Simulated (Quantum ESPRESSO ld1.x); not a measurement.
Species: Pr11+. Configuration: [Kr] 4d10 5s2 (the NIST ground configuration). Method: Dirac Kohn-Sham, PBE, spin-unpolarised, spherical densities, point nucleus; computed with ld1.x of Quantum ESPRESSO 7.5. Some entries of the table are withheld. Estimate them.

| orbital | occ. | eigenvalue (eV) | r(max) (bohr) | <r> (bohr) |
|---|---|---|---|---|
| 1s1/2 | 2 | -41972.3 | 0.015 | 0.02409 |
| 2s1/2 | 2 | -6910.60 | 0.087 | 0.1026 |
| 2p1/2 | 2 | -6541.31 | 0.067 | 0.08605 |
| 2p3/2 | 4 | -6059.09 | 0.072 | 0.09236 |
| 3s1/2 | 2 | -1642.90 | 0.249 | 0.2719 |
| 3p1/2 | 2 | -1485.96 | 0.236 | 0.2616 |
| 3p3/2 | 4 | -1390.36 | 0.247 | 0.2739 |
| 3d3/2 | 4 | -1116.64 | (1) | 0.2451 |
| 3d5/2 | 6 | -1096.05 | (2) | 0.2489 |
| 4s1/2 | 2 | -474.262 | 0.577 | 0.6143 |
| 4p1/2 | 2 | -414.928 | 0.582 | 0.6290 |
| 4p3/2 | 4 | -393.472 | 0.606 | 0.6544 |
| 4d3/2 | 4 | (3) | 0.620 | 0.6915 |
| 4d5/2 | 6 | (4) | 0.630 | 0.6997 |
| 5s1/2 | 2 | -191.807 | 1.22 | 1.275 |
| 5p1/2 | 0 | -171.074 | 1.29 | 1.347 |
| 5p3/2 | 0 | -165.708 | 1.34 | 1.389 |
| 6s1/2 | 0 | -105.084 | 2.25 | 2.213 |

Answer. 
(1) 3d3/2 r(max) (bohr): 0.199
(2) 3d5/2 r(max) (bohr): 0.202
(3) 4d3/2 eigenvalue (eV): -295.308
(4) 4d5/2 eigenvalue (eV): -291.371
